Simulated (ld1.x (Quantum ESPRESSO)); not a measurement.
# Plane-wave convergence, TM semilocal potential for Pb (Z = 82)

- Element: Pb
- Generator: ld1.x (Quantum ESPRESSO) 7.5
- Type: norm-conserving Troullier–Martins (semilocal form)
- Functional: PBE
- Relativity: scalar-relativistic
- Frozen core: [Xe] 4f14 5d10
- Valence charge: 4
- Reference configuration: 6s2 6p0 (charge +2)
- Partial waves: 6s (bound): rc 1.70 bohr; 6d channel at 0.45 Ry: rc 1.50 bohr; 6p (bound, empty): rc 1.80 bohr
- Local potential: the p channel
- Core correction: none

The pseudo-atom Hamiltonian at the reference potential is diagonalised in spherical Bessel functions j_l(qr) that vanish at 20 bohr, with q² up to the cutoff. All-electron valence levels (Ry): 6s -2.0170, 6p -1.2623.

How do the lowest levels (Ry) of each channel move with the cutoff, and are there ghosts?

```
cutoff (Ry)     s #1     d #1     p #1  Σ f·Δε (mRy)
          8  -1.9672  -0.4862  -1.1955          99.5
         12  -1.9728  -0.5037  -1.2057          88.4
         21  -2.0019  -0.5287  -1.2215          30.2
         30  -2.0117  -0.5429  -1.2529          10.5
         45  -2.0141  -0.5535  -1.2612           5.8
         55  -2.0161  -0.5583  -1.2612           1.7
         80  -2.0165  -0.5631  -1.2618           0.9
        100  -2.0168  -0.5640  -1.2620           0.3
        400  -2.0170  -0.5668  -1.2623           0.0
```

Result: no extra level below or beside the all-electron valence levels (s, d, p tested); the semilocal form is local in each channel, so this says nothing of the separable form that plane-wave codes build from it; 10 mRy is reached at 40 Ry and 1 mRy at 80 Ry.

Its largest configuration-test error is +497 meV.
